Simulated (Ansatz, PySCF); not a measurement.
Reaction (SMILES): NC=O -> [NH-]C=O + H+
Each molecule is optimised on its own at B3LYP-D3(BJ)/def2-TZVP (Ansatz, a first-principles code), one conformer each, not searched for the lowest.

Quantity: gas-phase deprotonation energy (enthalpy at 298 K, with B3LYP-D3(BJ) rigid-rotor harmonic-oscillator terms from PySCF), in kJ/mol. Cores are frozen in the correlated levels unless marked. Spin-orbit coupling is left out. No relativistic terms. Anions need diffuse functions: aug- sets have them; def2-D sets add few; the other sets have none. CBS(X,Y): correlation extrapolated as X^-3; Hartree-Fock from the larger set. [CCSD(T)-MP2]/basis is that difference in the basis named.

| level | program | gas-phase deprotonation energy (kJ/mol) |
|---|---|---|
| HF/STO-3G | Ansatz | 1984.6 |
| BLYP/def2-TZVPD | Ansatz | 1504.9 |
| M06-2X/def2-TZVPD | PySCF | 1518.6 |
| MN15/def2-TZVPD | PySCF | 1521.1 |
| B2GP-PLYP-D3(BJ)/def2-TZVPD | Ansatz + dftd3 | 1518.8 |
| SCS-MP2/aug-cc-pVTZ | Ansatz | 1520.6 |
| CCSD(T)/6-31G | Ansatz | 1599.4 |
| CCSD(T)/cc-pVTZ | Ansatz | 1559.1 |
| CCSD(T)/cc-pwCVTZ | Ansatz | 1558.3 |
| RI-MP2/CBS(aug-cc-pVTZ,aug-cc-pVQZ)+[CCSD(T)-MP2]/aug-cc-pVTZ | Ansatz | 1519.9 |
